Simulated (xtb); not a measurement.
O4Os, triplet, geometry from GFN2-xTB of the parent state (such geometries of metal compounds can be far from the true shape) (another spin typed on purpose, not shown lowest); GFN0-xTB (xtb).

xtb was given this input:
```
$ xtb mol.xyz --gfn 0 --chrg 0 --uhf 2 --json

# file mol.xyz
5

Os     0.00000000    -0.00000000     0.00000000
O      1.11279420     0.65835603    -0.97541765
O      0.73850384    -0.82037554     1.18523383
O     -0.93629128    -1.00940387    -0.85302150
O     -0.91500677     1.17142338     0.64320532
```

### Question
What does xtb print? Leave out banner, timings and long lists.

### Answer

```
   ID    Z sym.   atoms
    1   76 Os     1
    2    8 O      2-5

           -------------------------------------------------
          |                Calculation Setup                |
           -------------------------------------------------

           -------------------------------------------------
          |                 G F N 0 - x T B                 |
           -------------------------------------------------

          ...................................................
          :                      SETUP                      :
          :.................................................:
          :  # basis functions                  26          :
          :  # atomic orbitals                  25          :
          :  # shells                           11          :
          :  # electrons                        32          :
          :  electronic temp.          300.0000000     K    :
          :  accuracy                    1.0000000          :
          :  -> integral cutoff          0.2500000E+02      :
          :  -> integral neglect         0.1000000E-07      :
          ...................................................

         :::::::::::::::::::::::::::::::::::::::::::::::::::::
         ::                     SUMMARY                     ::
         :::::::::::::::::::::::::::::::::::::::::::::::::::::
         :: total energy             -16.116322128022 Eh    ::
         :: gradient norm              0.171502018667 Eh/a0 ::
         :: HOMO-LUMO gap              0.000000007910 eV    ::
         ::.................................................::
         :: H0 energy                -16.087854667408 Eh    ::
         :: repulsion energy           0.095563343105 Eh    ::
         :: electrostat energy        -0.122757227644 Eh    ::
         :: -> Gsolv                   0.000000000000 Eh    ::
         ::    -> Gsasa                0.000000000000 Eh    ::
         ::    -> Gshift               0.000000000000 Eh    ::
         :: dispersion energy         -0.001273576074 Eh    ::
         :: short-range corr.          0.000000000000 Eh    ::
         :: add. restraining           0.000000000000 Eh    ::
         :: total charge               0.000000000000 e     ::
         :::::::::::::::::::::::::::::::::::::::::::::::::::::

           -------------------------------------------------
          |                Property Printout                |
           -------------------------------------------------

    * Orbital Energies and Occupations

         #    Occupation            Energy/Eh            Energy/eV
      -------------------------------------------------------------
         1        2.0000           -0.6714081             -18.2699
       ...           ...                  ...                  ...
         5        2.0000           -0.4856691             -13.2157
         6        2.0000           -0.4856691             -13.2157
         7        2.0000           -0.4752598             -12.9325
         8        2.0000           -0.4752598             -12.9325
         9        2.0000           -0.4752598             -12.9325
        10        2.0000           -0.4581107             -12.4658
        11        2.0000           -0.4449900             -12.1088
        12        2.0000           -0.4449900             -12.1088
        13        2.0000           -0.4449900             -12.1088
        14        1.6667           -0.4290755             -11.6757
        15        1.6667           -0.4290755             -11.6757
        16        1.6667           -0.4290755             -11.6757
        17        0.5000           -0.2007103              -5.4616 (HOMO)
        18        0.5000           -0.2007103              -5.4616 (LUMO)
        19                         -0.1523265              -4.1450
        20                         -0.1523265              -4.1450
        21                         -0.1523265              -4.1450
        22                          0.3399654               9.2509
        23                          0.6829457              18.5839
        24                          0.6829457              18.5839
        25                          0.6829457              18.5839
      -------------------------------------------------------------
                  HL-Gap            0.0000000 Eh            0.0000 eV
             Fermi-level            0.0000000 Eh            0.0000 eV

     #   Z          covCN         q      C6AA      α(0)
     1  76 Os       3.237     0.491   349.838    37.634
     2   8 O        0.809    -0.123    16.809     5.501
     3   8 O        0.809    -0.123    16.809     5.501
     4   8 O        0.809    -0.123    16.809     5.501
     5   8 O        0.809    -0.123    16.809     5.501

 Mol. C6AA /au·bohr⁶  :       1203.546497
 Mol. C8AA /au·bohr⁸  :      82835.074715
 Mol. α(0) /au        :         59.636406

Wiberg/Mayer (AO) data.
largest (>0.10) Wiberg bond orders for each atom

 ---------------------------------------------------------------------------
     #   Z sym  total        # sym  WBO       # sym  WBO       # sym  WBO
 ---------------------------------------------------------------------------
     1  76 Os   5.754 --     3 O    1.438     2 O    1.438     5 O    1.438
                             4 O    1.438
     2   8 O    1.574 --     1 Os   1.438
     3   8 O    1.574 --     1 Os   1.438
     4   8 O    1.574 --     1 Os   1.438
     5   8 O    1.574 --     1 Os   1.438
 ---------------------------------------------------------------------------

Topologies differ in total number of bonds
Writing topology from bond orders to xtbtopo.mol

 dipole moment from electron density (au)
     X       Y       Z
   0.0000  -0.0000   0.0000  total (Debye):    0.000

           -------------------------------------------------
          | TOTAL ENERGY              -16.116322128022 Eh   |
          | GRADIENT NORM               0.171502018667 Eh/α |
          | HOMO-LUMO GAP               0.000000007910 eV   |
           -------------------------------------------------

normal termination of xtb
```
